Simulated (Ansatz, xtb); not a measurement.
## B2H9NSi2: which of two structures lies lower

We compare X, a singlet given by its coordinates, with Y, a singlet given by its coordinates. Both are isolated molecules in the gas phase, relaxed with PBE0-D3(BJ)/def2-SVP.

X (Å):

| atom | x (Å) | y (Å) | z (Å) |
| --- | --- | --- | --- |
| B | -1.1601 | 2.2533 | 1.2644 |
| B | 0.4419 | -0.3523 | -1.2297 |
| N | 1.7481 | 1.3350 | 0.5819 |
| Si | 0.1294 | 0.7881 | 0.7677 |
| Si | 2.2789 | 0.4173 | -0.8362 |
| H | -2.2007 | 2.4567 | 0.6872 |
| H | -0.8831 | 2.9729 | 2.1965 |
| H | -0.1257 | -0.4113 | 1.6269 |
| H | -0.5205 | 0.3840 | -0.6815 |
| H | 2.2558 | 1.9676 | 1.1897 |
| H | 3.3584 | -0.5727 | -0.5119 |
| H | 2.8455 | 1.3315 | -1.8804 |
| H | 0.0429 | -0.0105 | -2.3276 |
| H | 0.1937 | -1.4963 | -0.9193 |

Close contacts (Å): B1–Si4 2.01, B2–Si4 2.32, B2–Si5 2.03, N3–Si4 1.72, N3–Si5 1.77, Si4–Si5 2.71, B1–H6 1.21, B1–H7 1.21, B2–H9 1.33, B2–H13 1.22, B2–H14 1.21, N3–H10 1.01, Si4–H8 1.50, Si4–H9 1.64, Si5–H11 1.50, Si5–H12 1.50.

Y (Å):

```xyz
14

B    -0.1168   -0.9793   -2.1411
B     1.3235   -0.6407   -1.1812
N    -0.6196    1.4910   -0.6379
Si   -1.4716    0.4778   -1.7810
Si    0.9986    1.0586   -0.1346
H    -0.2654   -1.9190   -2.8836
H     1.0636   -0.4576   -2.4760
H    -2.7543   -0.0642   -1.2194
H    -1.8547    1.2206   -3.0284
H    -1.0631    2.3254   -0.2669
H     1.0975    0.8414    1.3479
H     2.0024    2.1275   -0.4575
H     0.3269   -1.5077   -1.0002
H     2.3279   -1.3093   -1.1552
```

Close contacts (Å): B1–B2 1.76, B1–Si4 2.02, B2–Si5 2.02, N3–Si4 1.75, N3–Si5 1.75, B1–H6 1.21, B1–H7 1.33, B1–H13 1.33, B2–H7 1.33, B2–H13 1.33, B2–H14 1.21, N3–H10 1.02, Si4–H8 1.50, Si4–H9 1.50, Si5–H11 1.50, Si5–H12 1.50.

Estimate E(Y) − E(X) at the level CCSD(T)/def2-SVP + ΔMP2/def2-TZVPP.

Calculated at CCSD(T)/def2-SVP + ΔMP2/def2-TZVPP: E(Y) − E(X) = −34.9 kcal/mol, so structure Y lies lower.

Level by level:

```csv
level,geometry,E(Y) − E(X) (kcal/mol),departure from the last row (kcal/mol),"job, with rough time for the two"
PBE0-D3(BJ)/def2-SVP,PBE0-D3(BJ)/def2-SVP,−38.0,−3.1,"optimisation, 96 s"
HF/def2-SVP,PBE0-D3(BJ)/def2-SVP,−32.5,+2.4,part of the CCSD(T) run
MP2/def2-SVP,PBE0-D3(BJ)/def2-SVP,−38.3,−3.4,part of the CCSD(T) run
CCSD(T)/def2-SVP,PBE0-D3(BJ)/def2-SVP,−37.4,−2.5,single point
CCSD(T)/def2-SVP + ΔMP2/def2-TZVPP,PBE0-D3(BJ)/def2-SVP,−34.9,,"single point, 53 s"
```

None of the levels shown reverses the order. The largest departure from CCSD(T)/def2-SVP + ΔMP2/def2-TZVPP is that of MP2/def2-SVP, 3.4 kcal/mol. Levels run at GFN2-xTB geometries aren't shown. The last row adds to CCSD(T) the change of the MP2 difference between the two basis sets, here +2.5 kcal/mol.

With thermal terms from frequencies at re-optimised GFN2-xTB minima (ideal gas, soft modes damped towards free rotors, one conformer each, 298.15 K, 1 atm): on the last row, ΔE + ΔZPE = −33.3, ΔH = −34.5, ΔG = −31.2 kcal/mol.

The correlated steps freeze 13 core orbitals. Codes used: Ansatz 0.2.0, xtb 6.7.1; the last row on 2 threads of Arm Neoverse V2 on a shared host.
